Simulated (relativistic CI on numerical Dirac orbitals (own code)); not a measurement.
d8 in a ligand field

Computed with a parametric ligand-field model of a d^n configuration (Racah B and C, spin-orbit zeta, crystal field), exact diagonalisation.

Field parameters in Wybourne normalisation: Oh B⁴₀ = 21Dq, B⁴₄ = √(5/14) B⁴₀; Td as Oh with Dq negative (B⁴₀ = 21Dq, B⁴₄ = √(5/14) B⁴₀). The field is a parameter set, without covalency.

Lowest levels for B = 450, C = 2150, ζ = 670 cm⁻¹, Td, 10Dq = -5500 cm⁻¹?

A1 0 (S 1.00), T1 411 (S 1.00), E 1115 (S 0.99), T2 1305 (S 1.00), T2 5618 (S 0.93), T1 5735 (S 1.00), E 5859 (S 0.99), A2 6175 (S 1.00), E 8298 (S 0.15) cm⁻¹, with S from ⟨S²⟩ = S(S + 1). The ground level has 3.92 electrons in the cubic e pair.

Lowest levels for B = 510, C = 1860, ζ = 120 cm⁻¹, Oh, 10Dq = 17600 cm⁻¹?

T2 0 (S 1.00), E 7711 (S 0.00), A1 14334 (S 0.00), E 17570 (S 1.00), T1 17570 (S 1.00), T2 17631 (S 1.00), A2 17662 (S 1.00), T2 23038 (S 1.00), T1 23038 (S 1.00) cm⁻¹, with S from ⟨S²⟩ = S(S + 1). The ground level has 2.00 electrons in the cubic e pair.

Lowest levels for B = 870, C = 4020, ζ = 650 cm⁻¹, Oh, 10Dq = 7800 cm⁻¹?

T2 0 (S 1.00), E 7508 (S 0.99), T1 7674 (S 1.00), T2 8087 (S 1.00), A2 8247 (S 1.00), A1 12245 (S 1.00), T1 12772 (S 1.00), E 13159 (S 0.82), T2 13582 (S 1.00) cm⁻¹, with S from ⟨S²⟩ = S(S + 1). The ground level has 2.01 electrons in the cubic e pair.

Lowest levels for B = 490, C = 2290, ζ = 1500 cm⁻¹, Td, 10Dq = -11250 cm⁻¹?

A1 0 (S 0.99), T1 920 (S 1.00), E 2288 (S 0.98), T2 2690 (S 0.98), T2 8787 (S 0.37), E 9781 (S 0.16), T1 12203 (S 1.00), E 12486 (S 0.99), A2 13225 (S 1.00) cm⁻¹, with S from ⟨S²⟩ = S(S + 1). The ground level has 3.95 electrons in the cubic e pair.

Lowest levels for B = 630, C = 2830, ζ = 520 cm⁻¹, Oh, 10Dq = 18550 cm⁻¹?

T2 0 (S 1.00), E 10534 (S 0.02), T1 18425 (S 1.00), E 18433 (S 1.00), T2 18704 (S 1.00), A2 18848 (S 1.00), A1 19041 (S 0.03), T1 25092 (S 1.00), A1 25113 (S 0.99) cm⁻¹, with S from ⟨S²⟩ = S(S + 1). The ground level has 2.00 electrons in the cubic e pair.
